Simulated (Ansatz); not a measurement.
The cluster Be4O3⁺, relaxed as a doublet with UKS PBE0-D4/def2-SVP in Ansatz, starting from the GFN1-xTB geometry. Force threshold 0.02 eV/Å.

The relaxation made no stability test and no search for a lower SCF solution. Another isomer (doublet) lies 0.81 eV lower at PBE0-D4/def2-TZVP; other spin states weren't run for this one.

Start:

```xyz
7

Be   -0.0351   -1.4045   -0.1064
Be   -0.0503   -4.2249   -0.2537
Be    0.0782    4.2225    0.2854
Be    0.0184    1.4059    0.0865
O    -0.0488   -2.8549   -0.1862
O    -0.0118    0.0011   -0.0133
O     0.0494    2.8548    0.1876
```

```tsv
step	energy (eV)	largest force component (eV/Å)	SCF passes
1	-7730.1180	1.237	24
2	-7730.1393	0.501	22
3	-7730.1434	0.011	22
```

Force components are those of the run's own axes.

End:

```tsv
atom	x (Å)	y (Å)	z (Å)
Be1	-0.029	-1.408	-0.099
Be2	-0.057	-4.239	-0.263
Be3	0.074	4.238	0.282
Be4	0.020	1.408	0.088
O5	-0.048	-2.847	-0.185
O6	-0.007	0.001	-0.008
O7	0.048	2.847	0.186
```

By distances, no bond broke or formed. The bond that changes most is Be3–O7, from 1.37 to 1.39 Å (atoms count from 1).

No frequencies were taken in this run, so the end may be a saddle point.

It took 3.5 s on 4 threads of Arm Neoverse V2 on a shared host.
